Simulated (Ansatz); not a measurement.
A made-up structure of SiH2SO2, closed shell:

```
6
angstrom
O -1.6119 1.3544 -0.6987
Si -0.1575 0.9568 -0.6155
O 0.4792 -0.3191 0.1533
S -0.4034 -1.4520 1.0157
H 1.0107 1.6277 -1.2067
H -0.9116 0.9120 0.5869
```

It is relaxed with PBE-D4/def2-SVP and then PBE0-D4/def2-TZVP (Ansatz 0.2.0). Atoms count as bonded within 1.22 times the sum of their covalent radii (H–H: 0.88 Å). The end point is not checked to be a true minimum.

**Question.** Does its bonding change? (A judgement: the text doesn't fix the answer.)

**Answer.** The calculation gives: Yes. Formed: O1–H6, Si2–S4; broken: Si2–H6.

Where it ends: The first stage lowers the energy by 3.86 eV in 26 steps. It ends as SiH₂SO₂ ([OH][SiH]1[O][S]1):
O1  (-1.278, 1.519, -0.356)
Si2  (0.092, 0.670, -0.219)
O3  (0.120, -0.928, -0.603)
S4  (0.389, -0.818, 1.175)
H5  (1.175, 1.529, -0.706)
H6  (-2.093, 1.108, -0.056)
(Å)

Labels in which every atom is bracketed show which atoms are joined, not bond orders.

For scale, one of the runs: PBE0-D4/def2-TZVP relaxation, 148 basis functions, launched by `ansatz run in.yaml --threads 2 --pin off --events-out ev --progress --plain --max-ram 4352MiB`. The run took about 78 s on 2 CPU threads of an Arm Neoverse V2 (shared host).
